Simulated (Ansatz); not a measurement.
The same path of F3HSi + H3Si (9 atoms, charge 0, multiplicity 2) was run twice with different band settings. Lost on the way: Si1–F2. Made: F2–Si6.

Theory: Ansatz 0.2.0, UHF/def2-SVP.

Relaxed end points:

```xyz
9
Properties=species:S:1:pos:R:3
Si -0.009 -0.019 -0.994
F -0.004 -0.021 0.588
F 1.495 0.031 -1.485
F -0.722 1.309 -1.476
H -0.686 -1.190 -1.513
Si -0.004 -0.002 5.045
H -0.764 -1.186 5.513
H 1.405 -0.068 5.496
H -0.648 1.252 5.502
```

```xyz
9
Properties=species:S:1:pos:R:3
Si 0.394 -0.136 -0.283
F -0.178 -1.123 2.399
F 0.800 0.550 -1.677
F 0.535 1.036 0.816
H -1.021 -0.535 -0.370
Si -0.125 -0.119 3.676
H -0.497 -0.918 4.857
H 1.249 0.388 3.807
H -1.096 0.962 3.452
```

Common settings: spring 5.0 eV/Å²; optimiser quadratic models (default); start path through a guess of the saddle point; force threshold 0.05 eV/Å; iteration limit 60; end points relaxed.

| run | movable images | climbing image |
| --- | --- | --- |
| 1 | 5 | yes |
| 2 | 4 | no |

Task: What does each run give, and how far can it be trusted?

Result: Run 1: converged after 32 iterations, highest image 2.729 eV above the first end. A structure lower than the first end lies on the path between it and the top, so the climb from that side starts below the end, which may itself be a saddle point or a shallow side well. Neighbouring images differ by up to 2.7 eV, so the band resolves the path poorly. A vibrational analysis at the climbing image gives one clearly imaginary mode, 1706i cm⁻¹, and a faint second one (17i cm⁻¹) that may be numerical noise or a soft torsion: probably a first-order saddle point.
Run 2: converged after 21 iterations, highest image 0.478 eV above the first end. No image climbed, so the highest image needn't sit at the top of the path. A band with more images between the same ends climbed to 2.73 eV, so this one has probably stepped over the top.
